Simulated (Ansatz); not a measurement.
`[F][Zr]([F])([F])[Br]`, relaxed with RKS PBE0-D4/def2-TZVP in the Gaussian-basis code of Ansatz from a PBE-D4/def2-SVP geometry. The force threshold is 0.005 eV/Å; the program also tests the step.

Charge 0, multiplicity 1. Zr takes the def2 core potential.

Start:

```xyz
5

F     0.692   -1.799    0.244
Zr    0.064   -0.011    0.094
F    -0.960    0.420    1.638
F     1.555    1.165   -0.013
Br   -1.351    0.226   -1.962
```

```csv
step,energy (eV),largest force (eV/Å),largest move (Å)
1,-79474.1884,0.455,0.000
2,-79474.1992,0.235,0.024
3,-79474.2013,0.021,0.013
4,-79474.2013,0.003,0.003
```

End:

```xyz
5

F     0.689   -1.783    0.245
Zr    0.063   -0.011    0.092
F    -0.948    0.416    1.625
F     1.543    1.154   -0.007
Br   -1.347    0.224   -1.955
```

Hardware: 4 threads of an Arm Neoverse V2 on a shared host. Wall time 18 s, peak host memory 0.47 GiB.
